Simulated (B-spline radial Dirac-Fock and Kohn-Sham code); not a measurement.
**Binding energies of Zn²⁺ in different valence configurations**

Level of theory: Dirac-Fock energy differences between relaxed states, corrected for Breit and QED terms; a radial finite-basis atomic code. Correlation energy is missing from these numbers.

Reference: the tabulated ground configuration [Ar] 3d10, with 1s 9689.7 eV, 2s 1228.9 eV, 2p1/2 1074.5 eV, 2p3/2 1051.2 eV, 3p1/2 122.7 eV, 3p3/2 119.7 eV, Kα1 8638.5 eV, Kβ1 9570.0 eV.

Shifts from the reference in eV.

```
configuration  average energy      1s      2s   2p1/2   2p3/2  3p1/2  3p3/2    Kα1    Kβ1
 [Ar] 3d9 4p1          +15.83  +11.60  +12.64  +12.52  +12.54  +9.99  +9.92  -0.94  +1.68
 [Ar] 3d9 4s1           +8.33   +9.91  +11.04  +10.89  +10.90  +8.32  +8.25  -1.00  +1.65
```

Values without a named source are computed, but for edge energies of neutral atoms, which are taken from tables.
